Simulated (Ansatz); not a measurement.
H₂O, charge +1, doublet, geometry from GFN2-xTB (a state made from the parent by changing its charge; the spin is typed, not shown lowest). Base run: CAM-B3LYP/aug-cc-pVDZ (Ansatz, an electronic-structure program).

Here is a job for Ansatz.
Ansatz 0.2 input:
```yaml
crystal:
  periodic: [false, false, false]
  atoms:
    - {symbol: O, position_ang: [0.00838048, 0.00164066, 0.09925610]}
    - {symbol: H, position_ang: [-0.05320696, 0.86638286, -0.40979171]}
    - {symbol: H, position_ang: [-0.01383690, -0.87950812, -0.38425707]}
basis:
  gaussian:
    orbitals: aug-cc-pVDZ
hamiltonian:
  xc: cam_b3lyp
total_charge: 1
magnetization: {spin_polarized: true, initial_magnetization: 1}
```

The base run was repeated with changes; each row names its change, and settings that it needs were set with it.

```json
[
 {"change": "base", "ΔE vs base (mEh)": "0.000"},
 {"change": "point_charge = charge:0.5 position_ang:1.5282, 0.869, 3.2276", "ΔE vs base (mEh)": "63.220"},
 {"change": "final_grid = 10, 20, 41", "ΔE vs base (mEh)": "0.000"},
 {"change": "point_charge = charge:-1.0 position_ang:0.1373, -2.3921, 2.8335", "ΔE vs base (mEh)": "-132.2"},
 {"change": "forces = on", "ΔE vs base (mEh)": "0.000"},
 {"change": "point_charge = charge:1.0 position_ang:1.0445, 3.3018, -1.982", "ΔE vs base (mEh)": "142.3"},
 {"change": "final_grid = 4, 8, 17", "ΔE vs base (mEh)": "0.036"},
 {"change": "accuracy = high", "ΔE vs base (mEh)": "-0.002"},
 {"change": "final_grid = 6, 12, 29", "ΔE vs base (mEh)": "0.001"},
 {"change": "lower_state_search = off", "ΔE vs base (mEh)": "0.000"},
 {"change": "fitting.mean_field = def2-universal-JKFIT", "ΔE vs base (mEh)": "-0.037"}
]
```
